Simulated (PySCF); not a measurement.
**Spectroscopy problems**

Computational details: GIAO PBE0/pcSseg-1 shieldings, GFN2-xTB structure, in PySCF 2.14 (fast rotation and ring inversion assumed for equivalent nuclei, no solvent, one computed conformer, non-relativistic).

Chemical shifts δ = σref − σ; TMS for ¹H (σref 31.72) and ¹³C (σref 186.93), all at this level. Where no couplings were computed, multiplicities follow the n + 1 count of equivalent neighbours, and m marks all less simple cases (inequivalent or close neighbours, rings, F or P nearby). Acid and N–H amide carbonyl carbons lie up to 10 ppm further downfield in solution (hydrogen bonding). Shifts are as computed. Against solution values, carbons near 30 ppm lie about +3 ppm off and those near 130 ppm about +5 ppm. Of 1309 compounds with measured shifts, 239 miss one by over three times the rms of a fit or turn the order of signals round; such compounds aren't used in these exercises. Groups on amide-type nitrogens are kept apart (slow C–N rotation). OH and NH positions are gas-phase values without hydrogen bonding to other molecules.

Q: C6H13NO2Si. ¹H NMR (600 MHz, computed): δ 6.35 (br, 1H), 4.62 (br, 1H), 4.08 (m, 1H), 3.97 (m, 1H), 3.64 (m, 1H), 3.38 (m, 1H), 0.87 (m, 1H), 0.60 (m, 1H), 0.59 (m, 1H), 0.36 (m, 1H), 0.26 (m, 3H). ¹³C{¹H} NMR (computed): δ 174.9 (C), 77.3 (CH), 57.3 (CH), 8.9 (CH2), 7.5 (CH2), -8.7 (CH3). What is it?

A: SMILES C[SiH2][C@H](OC1CC1)C(N)=O. Rings plus π bonds: 2 (1 ring in the answer). 6 carbon signals for 6 carbons: no two carbons are equivalent. Carbon types of the structure: 1 × C, 2 × CH, 2 × CH2, 1 × CH3, leaving 4 H on heteroatoms. δC 174.9: amide carbonyl carbon; it is a carbonyl in resonance with an O or N lone pair, the region of acids, esters and amides. δC 77.3: sp3 CH bonded to O and Si, α to a carbonyl; pulled downfield by the heteroatom. δC 57.3, 8.9, 7.5: three-membered-ring carbon. δH 0.26: hydrogen on a methyl carbon bonded to Si; an electropositive neighbour shields it, as in TMS itself.

The shifts were computed for this structure.

Q: C4H11NO3Si2. ¹H NMR (400 MHz, computed): δ 8.16 (s, 1H), 5.21 (s, 3H), 5.08 (s, 1H), 4.53 (m, 1H), 4.25 (m, 1H), 3.58 (m, 1H), 3.41 (m, 1H), 1.72 (m, 1H), 1.68 (m, 1H). ¹³C{¹H} NMR (computed): δ 170.5, 67.5, 44.7, 34.6. Give a structure.

A: SMILES C1CCN(C=O)[Si@@H](O[SiH3])O1. Rings plus π bonds: 2 (1 ring in the answer). 4 carbon signals for 4 carbons: no two carbons are equivalent. Carbon types of the structure: 1 × CH, 3 × CH2, leaving 4 H on heteroatoms. δC 170.5: amide carbonyl carbon; it is a carbonyl in resonance with an O or N lone pair, the region of acids, esters and amides. δC 67.5: sp3 CH2 bonded to O; deshielded by the electronegative neighbour. δC 44.7: sp3 CH2 bonded to N; pulled downfield by the heteroatom. δC 34.6: sp3 CH2 in a ring; saturated and bonded to C and H only.

This is the structure that produced the data.
